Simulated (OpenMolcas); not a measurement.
## Levels of Mo4+ by method

* Program: OpenMolcas 26.06
* Basis: ANO-RCC-VQZP [8s7p5d3f2g1h]
* Scalar Hamiltonian: DKH2, point nucleus
* Active space: 2 electrons in 5 orbitals (4d)
* State averaging: 2S+1 = 3 even, 10 roots; 2S+1 = 1 even, 15 roots
* Spin-orbit coupling: RASSI with atomic mean-field integrals over the reference wave functions, term energies averaged over their components

Methods on the same reference wave functions:
A. CASSCF
B. SS-CASPT2, IPEA 0.25 Eh, imaginary shift 0.1 Eh (closed shells correlated: 4s 4p)

Energies in cm⁻¹ above 4d² ³F₂, the measured ground level; measured values from Sugar and Musgrove, J. Phys. Chem. Ref. Data 17, 155 (1988).

```
  Level      A      B  Measured
4d² ³F₂    0.0    0.0       0.0
4d² ³F₃   1458   1503      1578
4d² ³F₄   3169   3200      3357
4d² ¹D₂  12840   9830     10190
4d² ³P₀  13919  11750     11161
4d² ³P₁  14504  12370     11807
4d² ³P₂  16009  13710     13408
4d² ¹G₄  19403  16530     16354
4d² ¹S₀  45637  37790     37738
```

Deviations, from unrounded energies. A percentage is the sum of absolute deviations over the sum of measured energies, with the sign that they share, or ± where signs differ.

| Against measurement | Levels | A | B |
| --- | --- | --- | --- |
| mean absolute deviation (cm-1) | 8 | 2700 | 280 |
| fine structure of the ground term (%) | 2 | -6.3 | -4.6 |
| other terms of the ground configuration (%) | 6 | +21.5 | ±2.0 |

B lies closest to measurement on these levels. The largest miss of B in the table is 4d² ³P₀, by +590 cm-1. The ranking rests on the paired levels alone, and a cruder setting can come out closer through cancelling errors.

From A to B the spin-free energies of the other terms of 4d² shown, above ³F, scale by factors of 0.71 to 0.83, as is usual when dynamic correlation screens the repulsion within a d or f shell.

The lowest spin-free term lies below A's lowest term by 0.294 hartree in B.

CASPT2 does not keep the components of a term degenerate, so their means are used; among the terms shown or strongly mixed into the levels shown the widest spread is 470 cm-1 (4d² ¹G, B). Without dynamic correlation excited terms often stand tens of per cent too high (terms of higher spin than the ground term too low), and those without a measured partner can miss by more than the paired ones (holds for A). Computed and measured levels are paired by configuration, term and J; levels that our copy of the source lacks, or whose pairing is in doubt (as where it misses far off the trend of its configuration), stay unpaired and out of the deviations. Levels of configurations outside the active space are missing.
